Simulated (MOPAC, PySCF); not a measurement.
H$_{8}$AlNSi$_{2}$, SMILES `[NH2][Al]([SiH3])[SiH3]`, neutral singlet in the gas phase. 

Cartesian coordinates (Å):
```xyz
12

N      0.3112     2.0661    -0.2931
Al     0.0493     0.3284    -0.0470
Si    -2.2768    -0.4601    -0.0288
Si     2.0458    -1.0722     0.2454
H     -0.4203     2.7481    -0.4255
H      1.2137     2.5164    -0.3203
H     -3.2517     0.6394    -0.2626
H     -2.6264    -1.0905     1.2731
H     -2.5113    -1.4892    -1.0776
H      2.1279    -2.1274    -0.8007
H      2.0310    -1.7733     1.5580
H      3.3075    -0.2858     0.1792
```
Charge 0, spin multiplicity 1.

All levels are single points at this geometry (B3LYP-D3(BJ)/def2-TZVP); Pople sets use spherical d functions. Orbital energies aren't observables, and empty levels follow the basis.

```tsv
level	HOMO (eV)	LUMO (eV)	gap (eV)	dipole (D)	vertical IE, Delta-SCF (eV)
B3LYP-D3(BJ)/def2-TZVP in PySCF	-6.90	-1.60	5.30	1.74	8.84
PBE-D3(BJ)/def2-TZVP in PySCF	-6.08	-2.18	3.90	1.79	8.63
B3LYP/6-311+G** in PySCF	-6.96	-1.60	5.36	1.58	–
SVWN5/6-31G* in PySCF	-6.01	-2.04	3.97	2.08	–
HF/6-31G* in PySCF	-9.38	1.53	10.91	1.80	8.37
PM6 in MOPAC	-9.18	-0.17	9.01	1.53	–
```
